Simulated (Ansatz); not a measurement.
Basis-set series for `BPB(F)Cl`. Total charge 0; spin multiplicity 1. Geometry: relaxed with PBE0-D4/def2-TZVP. It is one conformer, not always the lowest.

| functional | basis | functions | energy (Eh) | HOMO (eV) | LUMO (eV) |
| --- | --- | --- | --- | --- | --- |
| PBE0-D4 | def2-SVP | 93 | -952.18230 | -7.75 | -1.86 |
| PBE0-D4 | def2-QZVPP | 401 | -952.66409 | -7.83 | -2.02 |
| ωB97M-V | def2-SVP | 93 | -952.52474 | -9.75 | 0.20 |
| ωB97M-V | def2-QZVPP | 401 | -953.00809 | -9.87 | -0.09 |

(1) Give the rows for def2-TZVPP. (Best estimate.)

Answers

(1) Ansatz gave: 
```json
{"functional": "PBE0-D4", "basis": "def2-TZVPP", "functions": "219", "energy (Eh)": "-952.63192", "HOMO (eV)": "-7.82", "LUMO (eV)": "-2.00"}
{"functional": "ωB97M-V", "basis": "def2-TZVPP", "functions": "219", "energy (Eh)": "-952.97777", "HOMO (eV)": "-9.85", "LUMO (eV)": "-0.03"}
```
